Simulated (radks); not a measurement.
The hydrogen anion H-, [He], held by a Watson sphere: a shell of charge +1 at radius R that stands for the Madelung well of a crystal (potential energy -1/R inside, -1/r outside, in hartree with lengths in bohr). All-electron calculation, non-relativistic Kohn-Sham, LDA (Slater exchange, Perdew-Wang correlation), spin-polarised, spherical densities, point nucleus. Program: a radial shooting solver on a logarithmic mesh with Libxc functionals. Response by self-consistent Sternheimer equations with the Hartree and adiabatic LDA kernel. The sphere does not respond.

R (bohr),e(1s) (eV),<r> 1s (bohr),sum of <r^2> (bohr^2),X-ray form factor at sin(theta)/lambda = 0.1 1/angstrom,alpha (bohr^3)
1.33,-8.620,1.568,6.501,1.594,8.797
1.58,-7.863,1.670,7.380,1.548,11.19
1.63,-7.726,1.690,7.555,1.539,11.71
1.68,-7.593,1.709,7.730,1.531,12.24
2.44,-5.981,1.962,10.30,1.412,21.75
2.59,-5.730,2.004,10.79,1.392,23.94
2.67,-5.603,2.025,11.04,1.381,25.16
